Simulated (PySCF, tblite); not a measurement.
C4H13FOSi3.
Cartesian coordinates in Å at the GFN2-xTB level; atoms count from 1:
```
atom  x, y, z in Å
C1     3.0945   -0.3558    0.9886
Si2    2.4920    0.7434   -0.4337
C3     0.5871    0.8726   -0.3094
O4     0.1248   -0.4643   -0.4114
C5    -1.1909   -0.7708   -0.2951
Si6   -1.3101   -2.6538   -0.5060
C7    -2.2285    0.0464   -0.0730
Si8   -2.4047    1.8874    0.1858
F9    -4.0006    2.0957    0.3351
H10    2.6109   -1.3286    0.9542
H11    2.8732    0.0883    1.9561
H12    4.1675   -0.5158    0.9382
H13    2.8180    0.1463   -1.7320
H14    3.0425    2.1021   -0.3407
H15    0.1606    1.4797   -1.1122
H16    0.2633    1.3121    0.6377
H17   -0.4521   -3.2791    0.5027
H18   -0.8284   -3.0028   -1.8432
H19   -2.7031   -3.0656   -0.3281
H20   -3.1805   -0.4700   -0.0212
H21   -1.8862    2.4068    1.4501
H22   -2.0597    2.7455   -0.9439
```

Theory: PBE0/pcSseg-1 in PySCF (dipole) on a GFN2-xTB geometry, gas phase.

Take the most abundant isotopes and a rigid rotor. The values belong to one conformer with, in the numbering `[CH3:1][SiH2:2][CH2:3][O:4]/[C:5]([SiH3:6])=[CH:7]\[SiH2:8][F:9]`, C1–Si2–C3–O4 -59°, Si2–C3–O4–C5 177°, C3–O4–C5–Si6 180°, C5–C7–Si8–F9 178°.

(1) What are A, B and C (MHz)?

(2) What kind of rotor is it?

(3) What does the inertial defect say?

(4) Give the other two planar moments, Paa and Pbb, and the rms extents of the mass along the axes.

(5) List the rotational levels J(Ka,Kc) to J = 3 (cm⁻¹).

(6) Predict some low-J microwave lines.

## Answers

(1) Ia = 485.16, Ib = 973.50, Ic = 1377.40 u·Å²; 505379 MHz·u·Å²/I gives A = 1042, B = 519.1, C = 366.9 MHz.

(2) An asymmetric top. Ray's parameter κ = (2B − A − C)/(A − C) = -0.549; −1 is the prolate and +1 the oblate limit.

(3) Not planar: Δ = Ic − Ia − Ib = -81.26 u·Å². For a rigid frame Δ = −2 Σ m c², so Σ m c² = 40.63 u·Å² lies off the ab plane: 17.43 from hydrogen and 23.20 from heavier atoms. The atom farthest from that plane is 2.03 Å away.

(4) Paa = Σ m a² = (Ib + Ic − Ia)/2 = 932.87 and Pbb = Σ m b² = (Ia + Ic − Ib)/2 = 444.54 u·Å². With the mass M = 180.03 u, the rms extents √(P/M) along a, b and c are 2.28, 1.57, 0.48 Å.

(5) Above 0(0,0):
J = 1: 1(0,1) 0.0296, 1(1,1) 0.0470, 1(1,0) 0.0521
J = 2: 2(0,2) 0.0877, 2(1,2) 0.1010, 2(1,1) 0.1163, 2(2,1) 0.1685, 2(2,0) 0.1695
J = 3: 3(0,3) 0.1728, 3(1,3) 0.1815, 3(1,2) 0.2119, 3(2,2) 0.2572, 3(2,1) 0.2618, 3(3,1) 0.3576, 3(3,0) 0.3577
Those of J = 1 are B + C, A + C and A + B.

(6) The dipole components are |μa| = 2.70 D, |μb| = 0.18 D, |μc| = 0.19 D. The squared components, which scale the intensities, stand as 1.00 : 0.00 : 0.00 (a : b : c). Some lines, for components of 0.1 D or more:

```json
{"type": "c", "branch": "Q", "J(Ka,Kc)": "2(1,2) ← 2(0,2)", "MHz": "399", "lower level (cm⁻¹)": "0.088"}
{"type": "b", "branch": "Q", "J(Ka,Kc)": "2(1,1) ← 2(0,2)", "MHz": "856", "lower level (cm⁻¹)": "0.088"}
{"type": "b", "branch": "R", "J(Ka,Kc)": "1(1,1) ← 0(0,0)", "MHz": "1409", "lower level (cm⁻¹)": "0.000"}
{"type": "c", "branch": "R", "J(Ka,Kc)": "1(1,0) ← 0(0,0)", "MHz": "1561", "lower level (cm⁻¹)": "0.000"}
{"type": "c", "branch": "Q", "J(Ka,Kc)": "2(2,1) ← 2(1,1)", "MHz": "1568", "lower level (cm⁻¹)": "0.116"}
{"type": "a", "branch": "R", "J(Ka,Kc)": "2(1,2) ← 1(1,1)", "MHz": "1620", "lower level (cm⁻¹)": "0.047"}
{"type": "a", "branch": "R", "J(Ka,Kc)": "2(0,2) ← 1(0,1)", "MHz": "1743", "lower level (cm⁻¹)": "0.030"}
{"type": "a", "branch": "R", "J(Ka,Kc)": "2(1,1) ← 1(1,0)", "MHz": "1924", "lower level (cm⁻¹)": "0.052"}
{"type": "b", "branch": "Q", "J(Ka,Kc)": "2(2,1) ← 2(1,2)", "MHz": "2024", "lower level (cm⁻¹)": "0.101"}
{"type": "b", "branch": "R", "J(Ka,Kc)": "2(2,1) ← 1(1,0)", "MHz": "3492", "lower level (cm⁻¹)": "0.052"}
{"type": "c", "branch": "R", "J(Ka,Kc)": "2(2,0) ← 1(1,0)", "MHz": "3521", "lower level (cm⁻¹)": "0.052"}
```

Its GFN2-xTB frequencies are all real (lowest 24 cm⁻¹). No vibrational averaging or centrifugal distortion is included, and the geometry carries the error of its method. A rigid rotor knows nothing of internal rotation, which can split or shift real lines.
